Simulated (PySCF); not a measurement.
A GIAO shielding run with PySCF (density fitting, non-relativistic, gas phase) on SMILES F[C@H]1CCN([SiH2]N[SiH3])C1, C$_{4}$H$_{13}$FN$_{2}$Si$_{2}$:

```
$ OMP_NUM_THREADS=1 python probes_run.py task.json out

{"job": {"kind": "nmr", "xc": "PBE0", "basis": "pcSseg-1"}, "charge": 0, "multiplicity": 1}
F     -1.705813    -2.096974     0.113324
C     -2.190304    -0.859394    -0.264792
C     -2.456609     0.004910     0.973333
C     -1.553843     1.231179     0.760210
N     -0.471144     0.766612    -0.073370
Si     1.033043     0.299576     0.632411
N      2.071341     0.063859    -0.727562
Si     3.703962    -0.502115    -0.691418
C     -1.111613    -0.090268    -1.043859
H     -3.083399    -1.066877    -0.862707
H     -3.506448     0.270779     1.076597
H     -2.142606    -0.549790     1.856895
H     -2.109442     2.010610     0.221919
H     -1.179869     1.647308     1.691983
H      1.386983     1.445625     1.478538
H      1.079125    -0.945875     1.402223
H      1.824356     0.609723    -1.537752
H      4.603985     0.470491    -0.059650
H      3.714291    -1.746298     0.071772
H      4.079599    -0.702576    -2.092298
H     -1.596389     0.524132    -1.813769
H     -0.399616    -0.765251    -1.513662
```

Hardware: 1 thread of an Arm Neoverse V1, shared host. The job also computes population analyses, field gradients, ring-centre shieldings.

**Question.** How large is the calculation?

**Answer.** 88 electrons, 232 basis functions and 1241 auxiliary functions.

**Question.** How long does it take, and how much memory does it need?

**Answer.** 71 s of wall time, with 12 SCF cycles and 4 response iterations; peak memory 1 GiB. Times on a shared host scatter by some tens of per cent.
